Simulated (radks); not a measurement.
Isoelectronic series with 3 electrons, each ion in its NIST ground configuration. Method: Dirac Kohn-Sham, LDA (Slater exchange, Perdew-Wang correlation), spin-unpolarised, spherical densities, finite nucleus; Fermi nuclear charge, rms radius of each element as measured or else 0.836 A^(1/3) + 0.57 fm; computed with a radial shooting solver on a logarithmic mesh with Libxc functionals. Total energies (hartree) and orbital eigenvalues (hartree):

ion    configuration  E (hartree)      2s1/2      1s1/2
Li          [He] 2s1     -7.33540   -0.10561   -1.87837
Be+         [He] 2s1    -14.09970   -0.50128   -4.27846
B2+         [He] 2s1    -23.11513   -1.15148   -7.68529
C3+         [He] 2s1    -34.38270   -2.05301  -12.09469
N4+         [He] 2s1    -47.90462   -3.20532  -17.50644
O5+         [He] 2s1    -63.68344   -4.60843  -23.92118
F6+         [He] 2s1    -81.72206   -6.26256  -31.33989
Ne7+        [He] 2s1   -102.02370   -8.16806  -39.76379
Mg9+        [He] 2s1   -149.43058  -12.73487  -59.63299
Al10+       [He] 2s1   -176.54399  -15.39717  -71.08160
Si11+       [He] 2s1   -205.93677  -18.31283  -83.54204
P12+        [He] 2s1   -237.61393  -21.48246  -97.01640
S13+        [He] 2s1   -271.58088  -24.90676  -111.5069
